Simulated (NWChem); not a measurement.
System: GaH$_{3}$SO$_{2}$; SMILES [OH][Ga]([OH])[SH]

Input file for NWChem:

```
start job
memory heap 200 mb stack 900 mb global 1100 mb
geometry units angstroms noautosym nocenter noautoz
  Ga     0.006640     0.304348     0.000000
  O     -1.481764     1.277372     0.000000
  H     -1.356993     2.231201     0.000000
  O      1.643159     1.009076     0.000000
  H      1.685887     1.970389     0.000000
  S     -0.161454    -1.872352     0.000000
  H      1.183257    -2.017696     0.000000
end
basis spherical
  * library 6-31g*
end
dft
  xc hfexch
  iterations 150
end
property
  efieldgrad
end
task dft property
```

Output (shortened):

```
             Northwest Computational Chemistry Package (NWChem) 7.3.0
             --------------------------------------------------------

                             Geometry "geometry" -> ""
                             -------------------------

 Output coordinates in angstroms (scale by  1.889725989 to convert to a.u.)

  No.       Tag          Charge          X              Y              Z
 ---- ---------------- ---------- -------------- -------------- --------------
    1 Ga                  31.0000     0.00664000     0.30434800     0.00000000
    2 O                    8.0000    -1.48176400     1.27737200     0.00000000
    3 H                    1.0000    -1.35699300     2.23120100     0.00000000
    4 O                    8.0000     1.64315900     1.00907600     0.00000000
    5 H                    1.0000     1.68588700     1.97038900     0.00000000
    6 S                   16.0000    -0.16145400    -1.87235200     0.00000000
    7 H                    1.0000     1.18325700    -2.01769600     0.00000000

 Effective nuclear repulsion energy (a.u.)     362.8517313753

  xc_inp: hfexch multiplicative factor not found.
                              NWChem Property Module
                              ----------------------

  itol2e modified to match energy
  convergence criterion.

                                 NWChem DFT Module
                                 -----------------

 Summary of "ao basis" -> "ao basis" (spherical)
 ------------------------------------------------------------------------------
       Tag                 Description            Shells   Functions and Types
 ---------------- ------------------------------  ------  ---------------------
 Ga                          6-31g*                 12       32   5s4p3d
 O                           6-31g*                  6       14   3s2p1d
 H                           6-31g*                  2        2   2s
 S                           6-31g*                  8       18   4s3p1d

  itol2e modified to match energy
  convergence criterion.

            General Information
            -------------------
          SCF calculation type: DFT
          Wavefunction type:  closed shell.
          No. of atoms     :     7
          No. of electrons :    66
           Alpha electrons :    33
            Beta electrons :    33
          Charge           :     0
          Spin multiplicity:     1
          Use of symmetry is: off; symmetry adaption is: off
          Maximum number of iterations: 150
          AO basis - number of functions:    84
                     number of shells:    38
          Convergence on energy requested:  1.00D-07
          Convergence on density requested:  1.00D-05
          Convergence on gradient requested:  5.00D-04

              XC Information
              --------------
                     Hartree-Fock (Exact) Exchange  1.000

      Superposition of Atomic Density Guess
      -------------------------------------

 Sum of atomic energies:       -2471.40448135

      Non-variational initial energy
      ------------------------------

 Total energy =   -2472.212491
 1-e energy   =   -4164.372134
 2-e energy   =    1329.307912
 HOMO         =      -0.336788
 LUMO         =      -0.044015

   convergence    iter        energy       DeltaE   RMS-Dens  Diis-err
 ---------------- ----- ----------------- --------- --------- ---------
 d= 0,ls=0.0,diis     1  -2471.9132736492 -2.83D+03  9.96D-03  9.74D-01
 d= 0,ls=0.0,diis     2  -2471.9888048968 -7.55D-02  3.49D-03  4.13D-01
 d= 0,ls=0.0,diis     3  -2472.0262070326 -3.74D-02  9.32D-04  5.28D-03
 d= 0,ls=0.0,diis     4  -2472.0271689937 -9.62D-04  3.06D-04  5.32D-04
 d= 0,ls=0.0,diis     5  -2472.0272602604 -9.13D-05  8.77D-05  6.30D-05
  Resetting Diis
 d= 0,ls=0.0,diis     6  -2472.0272688632 -8.60D-06  3.77D-05  3.17D-06
 d= 0,ls=0.0,diis     7  -2472.0272699471 -1.08D-06  7.48D-06  2.02D-07
 d= 0,ls=0.0,diis     8  -2472.0272700107 -6.36D-08  3.53D-06  4.28D-08

[...]

          -----------------------
          Electric field gradient
          -----------------------

 1 a.u. = 0.324123 10**(16) esu/cm**3  ( or statvolts/cm**2 ) = 0.97174 10**(22) v/m**2

 ------------------------------------------------------------
   Atom      X         Y         Z
 ------------------------------------------------------------
    1 Ga   0.01255   0.57513   0.00000
 ------------------------------------------------------------

 Electric field gradient in molecular frame (a.u.)
         XX             YY             ZZ             XY             XZ             YZ
 ------------------------------------------------------------------------------------------
        0.902384       1.152589      -2.054974      -0.013058       0.000000      -0.000000

 Principal components (a.u.) and orientation
 of principal axis w.r.t. absolute frame                      Asymmetry parameter eta
 --------------------------------------------------------------------------------------
       -2.054974       1.153269       0.901705                       0.122417

        0.000000      -0.051976       0.998648
        0.000000       0.998648       0.051976
        1.000000       0.000000       0.000000

 ------------------------------------------------------------
   Atom      X         Y         Z
 ------------------------------------------------------------
    2 O   -2.80013   2.41388   0.00000
 ------------------------------------------------------------

 Electric field gradient in molecular frame (a.u.)
         XX             YY             ZZ             XY             XZ             YZ
 ------------------------------------------------------------------------------------------
        0.234445      -1.370197       1.135752       0.212738       0.000000      -0.000000

 Principal components (a.u.) and orientation
 of principal axis w.r.t. absolute frame                      Asymmetry parameter eta
 --------------------------------------------------------------------------------------
       -1.397922       1.135752       0.262170                       0.624915

       -0.129232       0.000000       0.991614
        0.991614       0.000000       0.129232
        0.000000       1.000000       0.000000

 ------------------------------------------------------------
   Atom      X         Y         Z
 ------------------------------------------------------------
    3 H   -2.56434   4.21636   0.00000
 ------------------------------------------------------------

 Electric field gradient in molecular frame (a.u.)
         XX             YY             ZZ             XY             XZ             YZ
 ------------------------------------------------------------------------------------------
        0.219936      -0.481203       0.261268      -0.093916      -0.000000       0.000000

 Principal components (a.u.) and orientation
 of principal axis w.r.t. absolute frame                      Asymmetry parameter eta
 --------------------------------------------------------------------------------------
       -0.493565       0.261268       0.232298                       0.058696

        0.130501       0.000000       0.991448
        0.991448       0.000000      -0.130501
        0.000000       1.000000       0.000000

 ------------------------------------------------------------
   Atom      X         Y         Z
 ------------------------------------------------------------
    4 O    3.10512   1.90688   0.00000
 ------------------------------------------------------------

 Electric field gradient in molecular frame (a.u.)
         XX             YY             ZZ             XY             XZ             YZ
 ------------------------------------------------------------------------------------------
        0.118029      -1.252685       1.134656      -0.473517      -0.000000       0.000000

 Principal components (a.u.) and orientation
 of principal axis w.r.t. absolute frame                      Asymmetry parameter eta
 --------------------------------------------------------------------------------------
       -1.400354       1.134656       0.265698                       0.620527

        0.297715       0.000000       0.954655
        0.954655       0.000000      -0.297715
        0.000000       1.000000       0.000000

 ------------------------------------------------------------
   Atom      X         Y         Z
 ------------------------------------------------------------
    5 H    3.18586   3.72350   0.00000
 ------------------------------------------------------------

 Electric field gradient in molecular frame (a.u.)
         XX             YY             ZZ             XY             XZ             YZ
 ------------------------------------------------------------------------------------------
        0.230544      -0.491275       0.260731      -0.031416       0.000000      -0.000000

 Principal components (a.u.) and orientation
 of principal axis w.r.t. absolute frame                      Asymmetry parameter eta
 --------------------------------------------------------------------------------------
       -0.492640       0.260731       0.231909                       0.058506

        0.043400       0.000000       0.999058
        0.999058       0.000000      -0.043400
        0.000000       1.000000       0.000000

 ------------------------------------------------------------
   Atom      X         Y         Z
 ------------------------------------------------------------
    6 S   -0.30510  -3.53823   0.00000
 ------------------------------------------------------------

 Electric field gradient in molecular frame (a.u.)
         XX             YY             ZZ             XY             XZ             YZ
 ------------------------------------------------------------------------------------------
       -1.255914      -0.506561       1.762475       0.649572       0.000000      -0.000000

[...]
```

Level: Hartree-Fock/6-31G* (spherical d). Coordinates come from a PBE0/def2-SVP optimisation. NWChem prints the field gradient with the sign opposite to the second derivative of the potential.
